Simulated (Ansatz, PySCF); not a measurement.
Noncovalent pair: HF (SMILES F) (first 2 atoms) with Cl2 (SMILES ClCl); geometry from B3LYP-D3(BJ)/def2-TZVP, rigid monomers moved along the line of their centres of mass till H2···Cl4 is 2.10 Å.
(charge 0, multiplicity 1):
```xyz
4

F      0.45494     0.38366     0.11230
H      0.33875    -0.06120     0.92007
Cl    -0.32458     0.53730     3.79302
Cl     0.08686    -1.11718     2.72214
```

Interaction energies are E(AB) − E(A) − E(B) at the monomers' geometry in the complex; basis-set methods are counterpoise corrected. Rows marked so take none.

Cores are frozen in the correlated methods. Rows in 6-31G* carry no dispersion term and start afresh at each structure (6-31G* with six Cartesian d functions).

Programs: Ansatz (Gaussian orbitals); PySCF for 6-31G* rows. Each number belongs to the level named beside it.

Question: One of these levels gives -39.4 meV for the interaction energy. Which?
A. PBE/def2-TZVPPD
B. MP2/aug-cc-pV(T+d)Z
C. SCS-MP2/aug-cc-pV(T+d)Z
D. HF/6-31G* (no counterpoise)

Answer: B, MP2/aug-cc-pV(T+d)Z. The others give 105.4 (HF/6-31G* (no counterpoise)), -67.2 (PBE/def2-TZVPPD), -11.0 (SCS-MP2/aug-cc-pV(T+d)Z)

Ansatz is a quantum-chemistry and plane-wave program.
